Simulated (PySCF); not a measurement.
# S (sulfur, neutral): UHF calculation

Configuration: [Ne] 3s1 3p5, high-spin 3P determinant (an excited configuration). Calculation: PySCF 2.14, in x2c-QZVPPall with one added diffuse shell each of s, p, d, f type (10s7p5d3f1g, 86 functions); scalar relativity by spin-free X2C-1e.

```json
{
  "Total energy": "-398.172087 hartree",
  "One-electron energy": "-549.5741 hartree",
  "Hartree (Coulomb) energy": "176.4292 hartree",
  "Exchange energy": "-25.0272 hartree",
  "⟨S²⟩": "2.0425",
  "⟨L²⟩": "2.018",
  "Sum of ⟨r⟩": "15.80 bohr",
  "Sum of ⟨r²⟩": "31.00 bohr²",
  "Traceless quadrupole moment −½Σ⟨3z² − r²⟩ along its main axis": "2.19 e·bohr²",
  "Langevin diamagnetic susceptibility": "-24.6 ×10⁻⁶ cm³/mol"
}
```

```csv
shell,electrons,mean orbital energy (hartree),spread (hartree),"rms radius, mean of both spins (bohr)"
1s α,1,-92.38622,0,0.112
1s β,1,-92.35058,0,0.112
2s α,1,-9.14354,0,0.517
2s β,1,-9.08988,0,0.517
2p α,3,-6.77961,0.01697,0.491
2p β,3,-6.73749,0.01595,0.491
3s α,1,-1.05486,0,1.80
3p α,3,-0.50930,0.06092,2.27
3p β,2,-0.33292,0,2.27
```

Densities and radii are taken from the X2C orbitals without a picture-change correction, which distorts them close to the nucleus.

Spin-orbit constants ζ (cm⁻¹) from the X2C one-electron operator on these orbitals: bare nucleus, nucleus screened by l(l+1)(2l+1)/3 electrons, and screened by the Breit-Pauli mean field of the electrons.

```
shell   bare  screened nucleus  mean field
   2p   7494              6557        6135
   3p  510.6             446.8       412.9
```

To first order the Landé constant is A = -206.5 cm⁻¹, so the lowest level has J = 2 and lies 0.0256 eV below the centre of the term. This holds in LS coupling only.
